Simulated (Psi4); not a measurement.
C3H9O2Si, doublet, geometry from GFN2-xTB. Base run: PBE0/STO-3G run with Psi4.

The Psi4 input:
```
memory 2 GB

molecule {
0 2
  C     2.47317110   -0.07857277    0.06347338
  C     1.51180906    0.84503276   -0.66958984
  O     0.28004545    0.94346307   -0.03396095
  Si   -0.73283411   -0.23537493    0.47623433
  C    -2.37454732    0.32652103   -0.51431943
  O    -0.50364132   -1.73002408    0.28694398
  H     2.04950099   -1.07721851    0.11589481
  H     3.42606103   -0.11349232   -0.45692720
  H     2.62995402    0.28215861    1.07704234
  H     1.36052616    0.47102324   -1.69124301
  H     1.92229512    1.86064461   -0.73387580
  H    -1.11910659    0.41172286    1.74129133
  H    -3.19347677   -0.18698076   -0.04007009
  H    -2.22287851   -0.01621718   -1.52496522
  H    -2.46702827    1.39821026   -0.45567658
}

set basis sto-3g
set reference uks

energy('pbe0')
print_variables()
```

Variants of this job, named by their change:

```json
[
 {"change": "base", "ΔE vs base (µEh)": "0.0", "SCF cycles": "16", "grid points": "317120", "basis functions": "43"},
 {"change": "dft_spherical_points = 110", "ΔE vs base (µEh)": "104", "SCF cycles": "16", "grid points": "115751", "basis functions": "43"},
 {"change": "scf_type = direct", "ΔE vs base (µEh)": "2077", "SCF cycles": "19", "grid points": "317120", "basis functions": "43"},
 {"change": "dft_nuclear_scheme = stratmann", "ΔE vs base (µEh)": "-1.7", "SCF cycles": "16", "grid points": "292659", "basis functions": "43"},
 {"change": "puream = true", "ΔE vs base (µEh)": "0.0", "SCF cycles": "16", "grid points": "317120", "basis functions": "43"},
 {"change": "dft_spherical_points = 590", "ΔE vs base (µEh)": "-5.8", "SCF cycles": "16", "grid points": "618705", "basis functions": "43"},
 {"change": "dft_radial_scheme = multiexp", "ΔE vs base (µEh)": "-1.2", "SCF cycles": "16", "grid points": "336215", "basis functions": "43"},
 {"change": "ints_tolerance = 1e-8", "ΔE vs base (µEh)": "0.0", "SCF cycles": "16", "grid points": "317120", "basis functions": "43"},
 {"change": "scf_type = disk_df", "ΔE vs base (µEh)": "0.0", "SCF cycles": "16", "grid points": "317120", "basis functions": "43"},
 {"change": "guess = modhuckel", "ΔE vs base (µEh)": "0.0", "SCF cycles": "17", "grid points": "317120", "basis functions": "43"},
 {"change": "dft_spherical_points = 194", "ΔE vs base (µEh)": "10.2", "SCF cycles": "16", "grid points": "204017", "basis functions": "43"},
 {"change": "guess = sadno", "ΔE vs base (µEh)": "0.0", "SCF cycles": "17", "grid points": "317120", "basis functions": "43"},
 {"change": "df_basis_scf = cc-pvtz-jkfit", "ΔE vs base (µEh)": "1659", "SCF cycles": "16", "grid points": "317120", "basis functions": "43"}
]
```

Open shells are given as the SCF converged; they aren't shown to be the lowest states, and a large step between rows can be another state.
